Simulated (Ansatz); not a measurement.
Molecule: SnO (charge +1, doublet). 
Structure (B3LYP-D3(BJ)/def2-TZVP (Ansatz, a quantum-chemistry and plane-wave program) minimum search):
```xyz
2

Sn     0.0000     0.0000    -0.2742
O      0.0000     0.0000     1.7136
```
Charge +1, spin multiplicity 2.

Basis-set convergence of Hartree-Fock and CCSD correlation energies (hartree) with Ansatz. Valence correlation only, unless marked. Open shells are spin-unrestricted. Spin-orbit coupling is left out. Frozen are the shells of the preceding noble gas and the d and f shells that filled before the atom's block. Past Kr the def2 sets carry scalar-relativistic core potentials.

| basis | functions | E(HF) | E(corr, CCSD) |
|---|---|---|---|
| def2-SVP | 40 | -287.84278 | -0.20943 |
| def2-TZVPP | 81 | -287.95090 | -0.26039 |
| def2-QZVPP | 139 | -287.95647 | -0.27835 |

Extrapolating the two largest sets (X = 3 and 4) as X^-3: E(corr) = (64·(-0.27835) - 27·(-0.26039))/37 = -0.2915 Eh, an estimate of the basis-set limit. The largest set recovers 95.5 % of it, the smallest 71.9 %.
